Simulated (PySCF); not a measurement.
Mayer bond orders and bond lengths

Compound: C₅H₆F₄O.
SMILES with atom numbers: `[CH3:1][O:2]/[C:3]([F:4])=[CH:5]/[CH2:6][C:7]([F:8])([F:9])[F:10]` (hydrogens: H11, H12, H13 on C1; H14 on C5; H15, H16 on C6)

Geometry (GFN2-xTB, Å), atoms numbered from 1 in this order:
```xyz
16
C5H6F4O angstrom
C      3.151    0.010    0.136
O      1.907    0.577    0.518
C      0.823    0.217   -0.168
F      1.052   -0.638   -1.186
C     -0.402    0.668    0.081
C     -1.611    0.249   -0.697
C     -2.586   -0.501    0.197
F     -3.000    0.236    1.238
F     -2.058   -1.621    0.707
F     -3.692   -0.868   -0.471
H      3.887    0.452    0.803
H      3.144   -1.076    0.258
H      3.394    0.255   -0.901
H     -0.537    1.345    0.906
H     -2.142    1.118   -1.093
H     -1.338   -0.414   -1.519
```

Bond orders from the PBE0/pcSseg-1 density (PySCF). Isolated species at its GFN2-xTB geometry (one conformer only).

(1) How far do the computed orders between heavy atoms stray from the drawn ones?

(2) Set the Mayer orders of the bonds beside their lengths.

## Answers

(1) The largest departure is 0.258, at C3–C5 (drawn double, 1.742). Drawn single, order below 0.88: C1–O2 (0.868).

(2) 
| bond | drawn as | length (Å) | Mayer order |
| --- | --- | --- | --- |
| C1–O2 | single | 1.420 | 0.868 |
| O2–C3 | single | 1.332 | 1.069 |
| C3–F4 | single | 1.350 | 0.949 |
| C3–C5 | double | 1.328 | 1.742 |
| C5–C6 | single | 1.497 | 1.036 |
| C6–C7 | single | 1.520 | 1.010 |
| C7–F8 | single | 1.341 | 0.997 |
| C7–F9 | single | 1.340 | 1.013 |
| C7–F10 | single | 1.343 | 0.996 |
| C1–H11 | single | 1.087 | 0.968 |
| C1–H12 | single | 1.093 | 0.962 |
| C1–H13 | single | 1.093 | 0.963 |
| C5–H14 | single | 1.076 | 0.947 |
| C6–H15 | single | 1.093 | 0.928 |
| C6–H16 | single | 1.091 | 0.934 |

Bonds between the same two heavy elements. C–O: lowest C1–O2 (0.868, 1.420 Å), highest O2–C3 (1.069, 1.332 Å). C–F: lowest C3–F4 (0.949, 1.350 Å), highest C7–F9 (1.013, 1.340 Å). C–C: lowest C6–C7 (1.010, 1.520 Å), highest C3–C5 (1.742, 1.328 Å).

Task: Sum the orders of all bonds at each heavy atom with more than one neighbour and set the sums beside the valence in the SMILES.

Result: C1 3.761 (drawn 4), O2 1.937 (drawn 2), C3 3.760 (drawn 4), C5 3.725 (drawn 4), C6 3.908 (drawn 4), C7 4.016 (drawn 4). Orders between atoms that aren't bonded are not in these sums.

The Mayer order sums products of elements of PS (density times overlap matrix) between the two atoms' basis functions, so it depends on the basis set.
